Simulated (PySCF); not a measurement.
Ga (gallium, neutral) across methods

[Ar] 3d10 4s1 4p2, high-spin 4P determinant (an excited configuration). Calculation: PySCF 2.14, in aug-cc-pVTZ-PP with one added diffuse shell each of s, d, f type with ECP10MDF (7s5p5d3f, 68 functions); a scalar-relativistic core potential. The B2PLYP total includes its PT2 part (frozen core); its orbital energies are those of the SCF part.

| method | E (hartree) | mean ε 3d β (eV) | mean ε 4s α (eV) | mean ε 4p α (eV) | Σ⟨r²⟩ (bohr²) | ⟨S²⟩ |
| --- | --- | --- | --- | --- | --- | --- |
| r2SCAN | -259.1710 | -21.112 | -11.125 | -4.131 | 40.84 | 3.753 |
| PBE0 | -259.2386 | -24.214 | -11.979 | -4.790 | 41.38 | 3.751 |
| BP86 | -259.3988 | -21.150 | -10.734 | -3.957 | 41.61 | 3.752 |
| LDA | -258.8340 | -21.119 | -10.847 | -3.927 | 41.72 | 3.751 |
| CAM-B3LYP | -259.2346 | -25.643 | -13.495 | -5.818 | 41.31 | 3.751 |
| PBE | -259.2708 | -21.026 | -10.612 | -3.877 | 41.82 | 3.751 |
| UHF | -258.18111 | -32.951 | -15.561 | -7.219 | 41.52 | 3.752 |
| wB97X-V | -259.2311 | -26.694 | -14.503 | -6.734 | 41.51 | 3.751 |

(1) Estimate the same row for B2PLYP.

Energies and moments cover only the electrons outside the core potential.

Answers

(1) E (hartree) = -258.8930; mean ε 3d β (eV) = -27.486; mean ε 4s α (eV) = -13.228; mean ε 4p α (eV) = -5.515; Σ⟨r²⟩ (bohr²) = 41.49; ⟨S²⟩ = 3.751.
